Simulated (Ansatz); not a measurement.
Input for Ansatz (a quantum-chemistry and plane-wave program): R-wB97X-V/def2-TZVPP on FH3OSi (SMILES O[SiH2]F), a point of a torsion scan.

Ansatz 0.2 input:
```yaml
crystal:
  periodic: [false, false, false]
  atoms:
    - {symbol: O, position_ang: [1.14955344, -0.05079359, -0.44030367]}
    - {symbol: Si, position_ang: [-0.39890891, -0.11284611, 0.00441886]}
    - {symbol: F, position_ang: [-1.02423911, 1.36000052, -0.15420549]}
    - {symbol: H, position_ang: [1.87673010, 0.13797597, 0.14505851]}
    - {symbol: H, position_ang: [-0.58183585, -0.43990702, 1.40692013]}
    - {symbol: H, position_ang: [-1.03241296, -0.93795016, -0.99817466]}
basis:
  gaussian:
    orbitals: def2-TZVPP
hamiltonian:
  xc: {name: wB97X-V}
scf: {lower_state_search: off}
```

Program output:

```
WARN ansatz: RAYON_NUM_THREADS=1 ignored (pool sized by the plan → 1); use --threads N
Functional definition: wB97X-V
these checks for a lower state are left out or cut short: stability, starts, cluster_reference, orbital_swaps, neighbouring_geometries, increment
integrals: 0.07 GiB planned
775 factors; their error is unknown
integrals: 0.10 GiB planned
169 factors; integrals over basis functions are off by at most 1.2e-5 eV
mean field: 0.61 GiB planned
mean field evaluation 1: about -12688.6408 eV, gradient 5.3e1 eV
mean field evaluation 2: about -12687.8846 eV, gradient 6.0e1 eV
mean field evaluation 4: about -12692.9198 eV, gradient 4.9e-1 eV
mean field evaluation 8: about -12692.9417 eV, gradient 2.5e-2 eV
mean field evaluation 16: about -12692.9417 eV, gradient 1.7e-6 eV
mean field -12692.94173705 eV, -466.4570052517 hartree, gradient 1.7e-6 eV, S^2 0.000000; 0 other end points of the search recorded, 0 dependent functions left out
reference -12692.94173546 eV, -466.4570051934 hartree; 17, 17 occupied and 129, 129 virtual orbitals, 775 factors
Total energy: -12692.94173546 eV, -466.4570051934 hartree
Checks for a lower state left out: stability, starts, cluster_reference, orbital_swaps, neighbouring_geometries, increment
```

The run converged.

Cost: about 3 core-seconds (a rough figure).
